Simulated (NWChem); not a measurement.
System: SiNH₃O, singlet; SMILES N[Si]O

Here is an NWChem input.

```
start job
memory heap 200 mb stack 900 mb global 1100 mb
geometry units angstroms noautoz
  Si    -0.659099     0.060271     0.000000
  O      0.410278     1.349046     0.000000
  H      1.363083     1.202177     0.000000
  N      0.414803    -1.294355     0.000000
  H      1.432265    -1.294079     0.000000
  H      0.048031    -2.241187     0.000000
end
basis spherical
  * library def2-svpd
end
dft
  xc xpbe96 cpbe96
  iterations 150
end
tddft
  cis
  nroots 6
  notriplet
end
task tddft energy
```

NWChem printed, in part:

```
             Northwest Computational Chemistry Package (NWChem) 7.3.0
             --------------------------------------------------------

 CS  symmetry detected

                             Geometry "geometry" -> ""
                             -------------------------

 Output coordinates in angstroms (scale by  1.889725989 to convert to a.u.)

  No.       Tag          Charge          X              Y              Z
 ---- ---------------- ---------- -------------- -------------- --------------
    1 Si                  14.0000    -0.65296531     0.05195544     0.00000000
    2 O                    8.0000     0.41496088     1.34193289     0.00000000
    3 H                    1.0000     1.36793053     1.19613608     0.00000000
    4 N                    7.0000     0.42246024    -1.30146135     0.00000000
    5 H                    1.0000     1.43992128    -1.30004049     0.00000000
    6 H                    1.0000     0.05675385    -2.24870544     0.00000000

 Effective nuclear repulsion energy (a.u.)     102.2467594188

      Symmetry information
      --------------------

 Group name             Cs
 Group number              2
 Group order               2
 No. of unique centers     6

  pbe96 is a nonlocal functional; adding pw91lda local functional.

                                 NWChem DFT Module
                                 -----------------

 Summary of "ao basis" -> "ao basis" (spherical)
 ------------------------------------------------------------------------------
       Tag                 Description            Shells   Functions and Types
 ---------------- ------------------------------  ------  ---------------------
 Si                        def2-svpd                10       24   5s3p2d
 O                         def2-svpd                 9       23   4s3p2d
 H                         def2-svpd                 4        8   2s2p
 N                         def2-svpd                 8       20   4s2p2d

      Symmetry analysis of basis
      --------------------------

        a'         65
        a"         26

[...]

                                NWChem TDDFT Module
                                -------------------

            General Information
            -------------------
           No. of orbitals :     182
            Alpha orbitals :      91
             Beta orbitals :      91
        Alpha frozen cores :       0
         Beta frozen cores :       0
     Alpha frozen virtuals :       0
      Beta frozen virtuals :       0
         Spin multiplicity :       1
    Number of AO functions :      91
        Use of symmetry is : off
      Symmetry adaption is : on
         Schwarz screening :  0.10D-07

              XC Information
              --------------
   PerdewBurkeErnzerhof Exchange Functional   1.00
     Perdew 1991 LDA Correlation Functional   1.00 local
    PerdewBurkeErnz. Correlation Functional   1.00 non-local

             TDDFT Information
             -----------------
          Calculation type : Tamm-Dancoff TDDFT
         Wavefunction type : Restricted singlets
          No. of electrons :      32
           Alpha electrons :      16
            Beta electrons :      16
              No. of roots :       6
          Max subspacesize :    5200
            Max iterations :     100
               Target root :       1
           Target symmetry : none
      Symmetry restriction : off
                 Algorithm : Optimal
        Davidson threshold :  0.10D-03

    6 smallest eigenvalue differences (eV)
--------------------------------------------------------
  No. Spin  Occ  Vir  Irrep   E(Occ)    E(Vir)   E(Diff)
--------------------------------------------------------
    1    1   16   17 a"       -0.214    -0.060     4.178
    2    1   15   17 a'       -0.250    -0.060     5.166
    3    1   16   18 a'       -0.214    -0.018     5.328
    4    1   16   19 a'       -0.214    -0.008     5.601
    5    1   15   18 a"       -0.250    -0.018     6.316
    6    1   15   19 a"       -0.250    -0.008     6.589
--------------------------------------------------------

  Entering Davidson iterations
  Restricted singlet excited states

  Iter   NTrls   NConv    DeltaV     DeltaE      Time
  ----  ------  ------  ---------  ---------  ---------
    1      6       0     0.20E+00   0.10+100        4.3
    2     12       0     0.69E-01   0.30E-01        4.1
    3     18       0     0.10E-01   0.32E-02        4.4
    4     24       2     0.42E-01   0.72E-02        3.4
    5     28       4     0.60E-02   0.18E-02        3.4
    6     30       5     0.82E-03   0.47E-04        2.9
    7     31       5     0.11E-03   0.73E-06        2.2
    8     32       6     0.36E-04   0.90E-08        2.4
  ----  ------  ------  ---------  ---------  ---------
  Convergence criterion met

  Ground state a'       -420.848694564333 a.u.

  ----------------------------------------------------------------------------
  Root   1 singlet a"             0.205008979 a.u.                5.5786 eV
  ----------------------------------------------------------------------------
     Transition Moments    X -0.00000   Y -0.00000   Z -1.07851
     Dipole Oscillator Strength                    0.1589752621
     Electric Quadrupole                           0.0000005571
     Magnetic Dipole                               0.0000033459
     Total Oscillator Strength                     0.1589791651

[...]
```

Level: PBE/def2-SVPD, TDA. Low-valent species are run as closed-shell singlets; no triplet was tried in these runs. All runs use the structure optimised with PBE0/def2-SVP.
